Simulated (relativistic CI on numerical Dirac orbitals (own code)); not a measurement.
d8 in a ligand field

Computed with a parametric ligand-field model of a d^n configuration (Racah B and C, spin-orbit zeta, crystal field), exact diagonalisation.

Field parameters in Wybourne normalisation: Oh B⁴₀ = 21Dq, B⁴₄ = √(5/14) B⁴₀. The field is a parameter set, without covalency.

Lowest levels for B = 870, C = 3500, ζ = 780 cm⁻¹, Oh, 10Dq = 5000 cm⁻¹?

T2 0 (S 1.00), E 4642 (S 1.00), T1 4876 (S 1.00), T2 5479 (S 1.00), A2 5644 (S 1.00), A1 7709 (S 1.00), T1 8462 (S 1.00), E 9434 (S 0.95), T2 9517 (S 1.00) cm⁻¹, with S from ⟨S²⟩ = S(S + 1). The ground level has 2.04 electrons in the cubic e pair.

Lowest levels for B = 370, C = 1310, ζ = 780 cm⁻¹, Oh, 10Dq = 30650 cm⁻¹?

T2 0 (S 1.00), E 5541 (S 0.00), A1 10755 (S 0.01), E 30398 (S 1.00), T1 30427 (S 1.00), T2 30839 (S 1.00), A2 31096 (S 1.00), T2 34755 (S 0.95), E 34934 (S 1.00) cm⁻¹, with S from ⟨S²⟩ = S(S + 1). The ground level has 2.00 electrons in the cubic e pair.

Lowest levels for B = 900, C = 4370, ζ = 400 cm⁻¹, Oh, 10Dq = 30500 cm⁻¹?

T2 0 (S 1.00), E 15771 (S 0.00), A1 28622 (S 0.00), T1 30402 (S 1.00), E 30403 (S 1.00), T2 30608 (S 1.00), A2 30714 (S 1.00), T1 40078 (S 1.00), T2 40081 (S 1.00) cm⁻¹, with S from ⟨S²⟩ = S(S + 1). The ground level has 2.00 electrons in the cubic e pair.

Lowest levels for B = 720, C = 2970, ζ = 380 cm⁻¹, Oh, 10Dq = 5650 cm⁻¹?

T2 0 (S 1.00), E 5495 (S 1.00), T1 5574 (S 1.00), T2 5805 (S 1.00), A2 5898 (S 1.00), A1 9066 (S 1.00), T1 9368 (S 1.00), E 9759 (S 0.94), T2 9866 (S 1.00) cm⁻¹, with S from ⟨S²⟩ = S(S + 1). The ground level has 2.01 electrons in the cubic e pair.

Lowest levels for B = 970, C = 4700, ζ = 860 cm⁻¹, Oh, 10Dq = 10350 cm⁻¹?

T2 0 (S 1.00), E 9931 (S 0.99), T1 10182 (S 1.00), T2 10725 (S 1.00), A2 10943 (S 1.00), A1 15978 (S 0.99), E 16069 (S 0.47), T1 16660 (S 1.00), T2 17638 (S 1.00) cm⁻¹, with S from ⟨S²⟩ = S(S + 1). The ground level has 2.01 electrons in the cubic e pair.
